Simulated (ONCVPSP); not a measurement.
**Mo (Z = 42): excitation energies, all-electron against ONCV**

```json
{"Element": "Mo (Z = 42)", "Generator": "ONCVPSP 4.0.1", "Type": "optimised norm-conserving Vanderbilt (ONCV)", "Functional": "PBE", "Relativity": "scalar-relativistic", "Frozen core": "[Ar] 3d10", "Valence charge": "14", "Reference configuration": "4s2 4p6 4d5 5s1", "Partial waves": "4s+5s: rc 2.00 bohr, ncon 4, nbas 8, qcut 7.4 1/bohr, 2 projectors; 4p: rc 1.40 bohr, ncon 4, nbas 8, qcut 5.2 1/bohr, 2 projectors, debl 1.5 Ha; 4d: rc 2.00 bohr, ncon 4, nbas 8, qcut 7.7 1/bohr, 2 projectors, debl 2.7 Ha", "Local potential": "polynomial inside 1.25 bohr (lpopt 5, dvloc0 0 Ha)", "Core correction": "Teter function, fcfact 4.75, rcfact 1.35"}
```

Energies are relative to the spin-unpolarised reference configuration 4s2 4p6 4d5 5s1; without spin polarisation the order of configurations can differ from experiment.

```tsv
valence configuration	charge	ΔE all-electron (eV)	error AE − PS (meV)
4s2 4p6 4d5 5s0	+1	6.890	-2.4
4s2 4p6 4d3 5s0	+3	49.096	+3.9
4s2 4p6 4d5 5s0.5	+0.5	2.727	-0.8
```

Question: What are ΔE and the potential's error for 4s2 4p6 4d4 5s0?

Answer: ΔE = 22.352 eV all-electron; the error (AE − PS) is -1.3 meV.

Levels in the configuration 4s2 4p6 4d5 5s0.5:

```json
{"level": "4s", "all-electron (eV)": "-67.564", "pseudo (eV)": "-67.576"}
{"level": "4p", "all-electron (eV)": "-41.723", "pseudo (eV)": "-41.728"}
{"level": "4d", "all-electron (eV)": "-6.939", "pseudo (eV)": "-6.939"}
{"level": "5s", "all-electron (eV)": "-6.859", "pseudo (eV)": "-6.860"}
```
